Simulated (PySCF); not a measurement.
Numbering as in the mapped SMILES `[CH3:1][O:2][SiH2:3][CH:4]1[CH2:5][CH2:6]1`. Hydrogens are named by the atom that carries them. Ha(C5), Ha(C6) are cis to Si3 on the ring; Hb(C5), Hb(C6) are trans to Si3 on the ring.

Non-relativistic Hamiltonian, one conformer, in vacuum, equivalent nuclei averaged. Geometry: GFN2-xTB; GIAO PBE0/pcSseg-1 shieldings; PySCF 2.14.

List the cross peaks expected in HSQC, COSY and HMBC spectra.

## Answers



HSQC (one-bond C–H):
| δH | δC |
| --- | --- |
| 3.83 (H(C1)) | 54.1 (C1) |
| 0.63 (Hb(C5)/Hb(C6)) | 3.4 (C5/C6) |
| 0.07 (Ha(C5)/Ha(C6)) | 3.4 (C5/C6) |
| -0.14 (H(C4)) | -4.5 (C4) |

COSY cross peaks (H two or three bonds apart, from the bond graph; peaks can be absent where the dihedral angle is near 90°):
| δH | δH |
| --- | --- |
| 4.66 (H(Si3)) | -0.14 (H(C4)) |
| 0.63 (Hb(C5)/Hb(C6)) | 0.07 (Ha(C5)/Ha(C6)) |
| 0.63 (Hb(C5)/Hb(C6)) | -0.14 (H(C4)) |
| 0.07 (Ha(C5)/Ha(C6)) | -0.14 (H(C4)) |

HMBC (two and three bonds, from the bond graph; two-bond peaks within aromatic rings are usually weak or absent):
| δH | δC |
| --- | --- |
| 4.66 (H(Si3)) | 54.1 (C1), 3.4 (C5/C6), -4.5 (C4) |
| 0.63 (Hb(C5)/Hb(C6)) | 3.4 (C5/C6), -4.5 (C4) |
| 0.07 (Ha(C5)/Ha(C6)) | 3.4 (C5/C6), -4.5 (C4) |
| -0.14 (H(C4)) | 3.4 (C5/C6) |

Shifts are taken against calculated references (same method and geometry level): $^{1}$H (31.72 ppm), $^{13}$C (186.93 ppm) vs TMS.

Short H···H contacts in this conformer between protons four or more bonds apart (candidates for NOE cross peaks, intensity ∝ r⁻⁶): H(Si3)···Ha(C5) 2.77 Å.

Shifts are as computed. Against solution values, carbons near 30 ppm lie about +3 ppm off and those near 130 ppm about +5 ppm (rms about the fit 2.1 ppm; single classes can miss by 10 ppm). Of 1328 compounds with measured shifts, 309 miss one by over three times the rms of a fit or turn the order of signals round; such compounds aren't used in these exercises. Signals without a measured value on file couldn't be tested in this way; 1H shifts scatter by 0.2 ppm about their fit, and single ones miss by 0.5 ppm.
